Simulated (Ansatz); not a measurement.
Compare A (`C[CH](C)[Ge][F]`) with its isomer B (`C=C[CH2][GeH2][F]`).

Isolated molecules relaxed with PBE0-D4/def2-TZVP in Ansatz; ΔE leaves out vibrations. CBS: MP2 limit from def2 TZ/QZ plus the TZ coupled-cluster correction, frozen cores. Functionals use def2-TZVPP. B3LYP here is the variant with VWN-RPA as its local correlation; programs differ in this. For Ge outer-core shells are correlated without core-valence functions, which leaves a few kJ/mol of doubt a bond. Scalar relativity is left out up to krypton. One conformer a species, not always the lowest.

**Question.** Which isomer does CCSD(T)/CBS put lower? Give the gap. (Best estimate.)

**Answer.** The calculation gave: A, by 25.8 kJ/mol.

**Question.** Give E(B) − E(A) in kJ/mol with HF/def2-TZVPP, CCSD/def2-TZVPP, B3LYP, r2SCAN-D4, ωB97M-V, MP2/def2-TZVPP, CCSD(T)/def2-TZVPP. (Best estimate.)

**Answer.** The calculation gave: HF/def2-TZVPP 0.0, CCSD/def2-TZVPP 14.0, B3LYP 29.2, r2SCAN-D4 21.0, ωB97M-V 34.2, MP2/def2-TZVPP 14.0, CCSD(T)/def2-TZVPP 13.8. None reverses the order clearly.

**Question.** Does the order hold for the free energy at 298.15 K (harmonic terms from PBE0-D4)? (Estimate.)

**Answer.** Ansatz gave: Yes: G(B) − G(A) = +12.4 kJ/mol, for one conformer each. Modes under 60 cm⁻¹, often nearly free rotors, make the harmonic entropy too high.

Largest T1 diagnostic: 0.013.

From BLYP to BHLYP (50 % exact exchange), in def2-TZVPP and without D4, E(B) − E(A) moves by −12.7 kJ/mol. Leaving LDA and LC-ωPBE aside and taking each functional with its dispersion term where it has one, the values, not all of them listed here, spread over 29.1 kJ/mol, from B97M-V to revPBE-D4.
